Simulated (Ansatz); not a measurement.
A nudged elastic band was laid between two geometries of C2H8O2Si2 (14 atoms, charge 0, multiplicity 1).

All numbers below come from Ansatz 0.2.0, RHF/def2-SVP.

```
movable images  : 5
climbing image  : yes
spring          : 5.0 eV/Å²
optimiser       : quadratic models (default)
start path      : IDPP
force threshold : 0.05 eV/Å
iteration limit : 60
end points      : relaxed
```

Image 0:

```xyz
14
Properties=species:S:1:pos:R:3
C -1.327 1.873 0.753
O -1.198 0.505 1.024
Si -0.860 -0.708 -0.026
Si 0.985 -1.944 0.404
C 0.793 -0.571 -0.960
O 1.501 0.634 -0.940
H -2.208 2.072 0.137
H -1.445 2.400 1.698
H -0.444 2.256 0.242
H -2.037 -1.118 -0.815
H 1.802 -1.554 1.571
H 1.279 -3.316 -0.059
H 0.721 -1.022 -1.958
H 2.424 0.465 -1.042
```

Image 6:

```xyz
14
Properties=species:S:1:pos:R:3
C -1.500 1.846 0.426
O -1.443 0.466 0.659
Si -0.809 -0.697 -0.308
Si 0.837 -1.970 0.577
C 1.042 -0.531 -0.714
O 1.708 0.665 -0.431
H -1.898 2.328 1.318
H -0.509 2.249 0.218
H -2.161 2.078 -0.413
H -1.705 -1.056 -1.424
H 1.278 -1.646 1.949
H 1.259 -3.322 0.152
H 1.266 -0.932 -1.711
H 2.622 0.493 -0.269
```

What changes between the two ends?

No bond is made or broken. The dihedral H9–C1–O2–Si3 goes from -54 to 67°. The two ends are copies of one structure, up to a mirror image or an exchange of like atoms.

Give the energies along the band, and the barrier.

The forces met the threshold. The highest image is number 3 of 0 to 6, 0.5 kcal/mol above the ends, which have the same energy within 2 meV. A vibrational analysis at the climbing image gives one clearly imaginary mode, 94i cm⁻¹: a first-order saddle point.

| image | path coordinate (Å) | energy (kcal/mol) | dihedral H9–C1–O2–Si3 (°) |
| --- | --- | --- | --- |
| 0 | 0.00 | 0.0 | -54 |
| 1 | 0.58 | 0.1 | -35 |
| 2 | 1.16 | 0.4 | -15 |
| 3 | 1.74 | 0.5 | 7 |
| 4 | 2.34 | 0.4 | 28 |
| 5 | 2.94 | 0.1 | 47 |
| 6 | 3.54 | 0.0 | 67 |

What is the geometry of the highest image?


```xyz
14
Properties=species:S:1:pos:R:3
C -1.449 1.861 0.463
O -1.437 0.476 0.674
Si -0.836 -0.706 -0.288
Si 0.832 -1.973 0.565
C 1.001 -0.545 -0.746
O 1.662 0.658 -0.483
H -2.465 2.233 0.587
H -0.806 2.350 1.194
H -1.093 2.126 -0.534
H -1.766 -1.085 -1.369
H 1.318 -1.639 1.919
H 1.237 -3.328 0.135
H 1.207 -0.953 -1.743
H 2.582 0.494 -0.344
```

The band took 4 iterations and about 100 core-seconds.

The run took 52 s on 2 threads of Arm Neoverse V2, on a shared host, peak memory 0.31 GiB.
